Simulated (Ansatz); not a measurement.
Abridged output of a molecular run in Ansatz:

```
Functional definition: HF
1593 factors; integrals over basis functions are off by at most 1.7e-3 eV
mean field evaluation 1: about -25035.7774 eV, gradient 2.8e1 eV
mean field evaluation 2: about -25036.0066 eV, gradient 2.9e1 eV
mean field evaluation 4: about -25038.6049 eV, gradient 3.3e0 eV
mean field evaluation 8: about -25038.6598 eV, gradient 2.3e-1 eV
mean field -25038.66022573 eV, -920.1537914821 hartree, gradient 6.1e-6 eV, S^2 0.000000; 0 other end points of the search recorded, 0 dependent functions left out
15 core orbitals not correlated: weight in the atoms' cores, before any rotation towards them, 1.000 or more for the frozen orbitals, at most 0.000 for the correlated occupied ones
reference -25038.66022573 eV, -920.1537914821 hartree; 17, 17 occupied and 217, 217 virtual orbitals, 1593 factors
second order -21.49801287 eV of doubles, -0.00000000 eV of singles
cycle   1  -21.82532790 eV  change   -3.3e-1 eV  update   1.1e-1
cycle   2  -22.43946271 eV  change   -6.1e-1 eV  update   3.3e-2
cycle   3  -22.54012945 eV  change   -1.0e-1 eV  update   1.7e-2
cycle   4  -22.52635442 eV  change    1.4e-2 eV  update   4.9e-3
cycle   5  -22.52559333 eV  change    7.6e-4 eV  update   2.3e-3
cycle   6  -22.52599588 eV  change   -4.0e-4 eV  update   7.1e-4
cycle   7  -22.52558889 eV  change    4.1e-4 eV  update   2.4e-4
cycle   8  -22.52563111 eV  change   -4.2e-5 eV  update   9.2e-5
cycle   9  -22.52567596 eV  change   -4.5e-5 eV  update   3.3e-5
cycle  10  -22.52565694 eV  change    1.9e-5 eV  update   1.4e-5
perturbative correction -0.86149406 eV, -0.0316593227 hartree
Total energy: -25062.04737673 eV, -921.0132534289 hartree
```

Its atoms:

Z-matrix (Å, degrees):
```
C
Sb 1 2.155
H 1 1.090 2 108.8
H 1 1.091 2 109.0 3 119.1
H 1 1.088 2 109.9 3 -120.3
S 2 2.441 1 95.4 3 78.2
H 2 1.715 1 93.0 3 170.7
Al 6 2.171 2 99.9 1 -116.3
H 8 1.584 6 119.5 2 1.3
H 8 1.581 6 117.1 2 -179.5
```

(1) Which basis set was used?
A. def2-SVPD
B. def2-TZVPP
C. cc-pV(D+d)Z
D. cc-pV(Q+d)Z

(2) Write the keys of the input that set method, charge and spin (a neutral closed shell needs none for the last two).

Results:

(1) B. It gives 249 functions.

(2) 
```yaml
correlation: {method: ccsd_t}
```
